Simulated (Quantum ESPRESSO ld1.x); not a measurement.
The numbers below are computed, except where a source is named.
Task: All-electron atom: neutral holmium in [Kr] 4d10 4f11 5s2 5p5 6s2 5d1 (not the ground configuration). Level of theory: Dirac Kohn-Sham, relativistic LDA (MacDonald-Vosko exchange, VWN5 correlation), spin-unpolarised, spherical densities, point nucleus; open shells fill j = l - 1/2 first (ld1.x of Quantum ESPRESSO 7.5). Some entries of the table are withheld. Estimate them.

| orbital | occ. | eigenvalue (eV) | <1/r> (bohr^-1) |
|---|---|---|---|
| 1s1/2 | 2 | -55074.3 | 75.74 |
| 2s1/2 | 2 | -9221.41 | 18.19 |
| 2p1/2 | 2 | -8785.80 | 18.17 |
| 2p3/2 | 4 | -7938.78 | 15.85 |
| 3s1/2 | 2 | -2061.90 | 6.652 |
| 3p1/2 | 2 | (1) | 6.572 |
| 3p3/2 | 4 | (2) | 5.979 |
| 3d3/2 | 4 | -1360.67 | 5.869 |
| 3d5/2 | 6 | -1321.78 | 5.723 |
| 4s1/2 | 2 | -408.741 | 2.786 |
| 4p1/2 | 2 | -332.206 | 2.679 |
| 4p3/2 | 4 | -292.326 | 2.473 |
| 4d3/2 | 4 | -165.719 | 2.253 |
| 4d5/2 | 6 | -158.454 | 2.202 |
| 5s1/2 | 2 | -52.9406 | 1.050 |
| 5p1/2 | 2 | -32.0244 | 0.9228 |
| 5p3/2 | 3 | -26.8636 | 0.8492 |
| 4f5/2 | 6 | -6.8092 | (3) |
| 4f7/2 | 5 | -5.8202 | (4) |
| 6s1/2 | 2 | -4.4444 | 0.3297 |
| 5d3/2 | 1 | (5) | 0.4770 |
| 5d5/2 | 0 | (6) | 0.4573 |

Result: 
(1) 3p1/2 eigenvalue (eV): -1869.67
(2) 3p3/2 eigenvalue (eV): -1692.63
(3) 4f5/2 <1/r> (bohr^-1): 1.625
(4) 4f7/2 <1/r> (bohr^-1): 1.599
(5) 5d3/2 eigenvalue (eV): -2.4437
(6) 5d5/2 eigenvalue (eV): -2.1671
